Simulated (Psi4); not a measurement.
hafnium atom (Hf), triplet (core potentials on Hf).

Input for Psi4:
```
memory 2 GB

molecule {
0 3
Hf    0.00000000    0.00000000    0.00000000
}

set {
  basis def2-svp
  reference uks
}

energy('mn15')
print_variables()
```

What does this run give for the <S^2>, number of basis functions, dipole moment, total energy?


```
Item                             Value
-------------------------  -----------
<S^2>                            2.088
number of basis functions           32
dipole moment                   0.00 D
total energy               -47.8032 Eh
```

These values belong to the state on which the SCF converged, which isn't shown to be the lowest.
